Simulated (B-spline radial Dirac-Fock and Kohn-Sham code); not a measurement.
## N³⁻ in Watson spheres of different radius

Method: ΔSCF Dirac-Fock with Breit, self-energy and vacuum polarisation, finite nucleus, configuration average. Computed with a radial atomic solver. The ion, [He] 2s2 2p6, sits in a hollow sphere of charge Q = +3, a simple model of the Madelung potential. Inside the sphere an electron's potential energy is lowered by the constant 14.40·|Q|/R eV, so binding energies rise by about that much as long as the orbitals stay inside.

```csv
radius (Å),14.40 |Q|/R (eV),1s (eV),2s (eV),2p1/2 (eV),2p3/2 (eV)
1.241,34.81,401.6,23.48,8.96,8.96
1.46,29.59,401.0,21.26,7.22,7.21
1.752,24.66,400.0,19.04,5.37,5.36
```

From the smallest to the largest radius 1s moves by -1.6 eV, while the constant potential alone would give -10.2 eV; the difference comes from charge outside the sphere and its screening.
